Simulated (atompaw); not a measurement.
## Reading a pseudo-wave (boron)

Columns: radius, all-electron u(r) and pseudo u(r) of the 2s shell (level -9.44 eV) of boron in the configuration [He] 2s2 2p1; PBE, scalar-relativistic, PAW (atompaw) scheme, atompaw 4.2.0.5.

```
r (bohr)  all-electron  pseudo
   0.083       -0.2448  0.0506
   0.165       -0.3066  0.1010
   0.248       -0.2694  0.1524
   0.331       -0.1801  0.2045
   0.413       -0.0687  0.2565
   0.496        0.0508  0.3097
   0.579        0.1671  0.3629
   0.662        0.2748  0.4157
   0.744        0.3699  0.4666
   0.827        0.4540  0.5162
   0.910        0.5261  0.5628
   0.992        0.5856  0.6051
   1.075        0.6344  0.6430
   1.158        0.6724  0.6752
   1.240        0.7002  0.7008
   1.323        0.7197  0.7197
   1.406        0.7314  0.7314
   1.488        0.7363  0.7363
   1.571        0.7355  0.7355
   1.654        0.7298  0.7298
   1.737        0.7198  0.7198
   1.819        0.7067  0.7067
   1.902        0.6905  0.6905
   1.985        0.6722  0.6722
   2.067        0.6523  0.6523
   2.150        0.6310  0.6310
```

(1) How many radial nodes do the two functions have?

(2) At about which radius was the pseudo-wave matched?

(3) Where does each function peak?

(4) Is the pseudo-wave norm-conserving?

## Answers

(1) The all-electron 2s function has n − l − 1 = 1; the pseudo-wave has 0, since the states of the same l below it are removed with the core.

(2) 1.35 bohr, where the columns begin to agree (steps of 0.08 bohr).

(3) Outermost all-electron maximum near 1.49 bohr, pseudo maximum near 1.49 bohr (to the table’s step).

(4) No, it belongs to a PAW set: the norm inside the radius is not constrained, and the difference is carried by the augmentation charge.
